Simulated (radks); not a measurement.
The numbers below are computed, except where a source is named.
Fe IV, configuration [Ar] 3d4.25 4p0.75 (fractional occupations, a model configuration). Level of theory: Dirac Kohn-Sham, PBE, spin-unpolarised, spherical densities, finite nucleus; open shells are shared between the two j in proportion to 2j + 1; Fermi nuclear charge, rms radius 3.7377 fm (a radial shooting solver on a logarithmic mesh with Libxc functionals).

Unscreened Slater integrals over Kohn-Sham orbitals (cm^-1). Large and small components are both included.

integral          value
F0(4p3/2,4p3/2)   78449
F2(4p3/2,4p3/2)   41925
F0(4p3/2,4p1/2)   78725
G2(4p3/2,4p1/2)   42058
F0(4p3/2,3d5/2)   99758
F2(4p3/2,3d5/2)   24894
G1(4p3/2,3d5/2)  9678.2
G3(4p3/2,3d5/2)  8710.0
F0(4p3/2,3d3/2)   99798
F2(4p3/2,3d3/2)   24823
G1(4p3/2,3d3/2)  9619.5
G3(4p3/2,3d3/2)  8665.0
F0(4p1/2,4p1/2)   79006
F0(4p1/2,3d5/2)  100380
G3(4p1/2,3d5/2)  8874.3
F0(4p1/2,3d3/2)  100430
G1(4p1/2,3d3/2)  9845.2
F0(3d5/2,3d5/2)  212810
F2(3d5/2,3d5/2)  100510
F4(3d5/2,3d5/2)   62948
F0(3d5/2,3d3/2)  213160
F2(3d5/2,3d3/2)  100660
G2(3d5/2,3d3/2)  100580
G4(3d5/2,3d3/2)   62989
F0(3d3/2,3d3/2)  213520
F2(3d3/2,3d3/2)  100810
